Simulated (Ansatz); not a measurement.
Calculated with Ansatz (gas phase, PBE0-D4/def2-TZVP geometries, no zero-point term in ΔE). CCSD(T)/CBS is the MP2 limit (def2-TZVPP, def2-QZVPP) plus CCSD(T) − MP2 in def2-TZVPP, frozen cores. This one scheme is used for every species. Functionals use def2-TZVPP. B3LYP here is the variant with VWN-RPA as its local correlation; programs differ in this. No spin–orbit coupling; open shells (•) take unrestricted orbitals. Each species was taken in one conformer, which may not be the lowest.

Consider the homolysis of the Al–O bond: `CC(C)[O][AlH][F]` → `[F][AlH]`• + `CC(C)[O]`•.

`CC(C)[O][AlH][F]`:

Z-matrix (Å, degrees):
```
C
C 1 1.517
H 1 1.093 2 110.8
H 1 1.094 2 110.1 3 -119.5
H 1 1.093 2 111.0 3 120.2
C 2 1.515 1 112.1 3 59.8
O 2 1.410 1 111.0 3 -178.6
H 2 1.099 1 108.5 3 -60.0
H 6 1.091 2 110.5 1 179.3
H 6 1.093 2 110.2 1 59.7
H 6 1.093 2 110.8 1 -60.3
Al 7 1.670 2 140.6 1 41.6
F 12 1.650 7 120.9 2 3.3
H 12 1.563 7 120.0 2 -177.2
```

`[F][AlH]`•:

Cartesian coordinates in Å:
```
F -0.077 -0.674 1.247
Al 0.345 -0.341 -0.319
H -0.268 1.015 -0.927
```

`CC(C)[O]`•:

Z-matrix (Å, degrees):
```
C
C 1 1.525
H 1 1.091 2 110.4
H 1 1.092 2 111.0 3 121.0
H 1 1.093 2 109.8 3 -119.5
C 2 1.525 1 113.5 3 -178.5
O 2 1.361 1 112.9 3 51.4
H 2 1.114 1 107.6 3 -59.5
H 6 1.090 2 110.4 1 178.6
H 6 1.093 2 109.8 1 -61.9
H 6 1.092 2 111.0 1 57.6
```

Task: What is ΔE at CCSD(T)/CBS? (Estimate.)

Result: Computed: +519.2 kJ/mol.

Task: What do these levels give: LDA (SPW92), revPBE-D4, B3LYP-D4, B3LYP, SCS-MP2/def2-TZVPP, MP2/def2-QZVPP? (Estimate.)

Result: The calculation gave: LDA (SPW92) 532.0, revPBE-D4 459.9, B3LYP-D4 483.9, B3LYP 470.2, SCS-MP2/def2-TZVPP 530.7, MP2/def2-QZVPP 549.8 kJ/mol.

Largest T1 diagnostic among the species: 0.017.

The D4 term adds +13.7 kJ/mol with B3LYP and +7.7 kJ/mol with PBE0; it sums over pairs of atoms, weighted by their polarisabilities, and B3LYP, whose exchange is more repulsive, gets the larger term. At CCSD(T), def2-SVP lies −22.0 kJ/mol from the extrapolated value and def2-TZVPP −13.2 kJ/mol: correlation converges slowly with the basis, and small sets miss more of it in the bonded molecule than in its fragments.
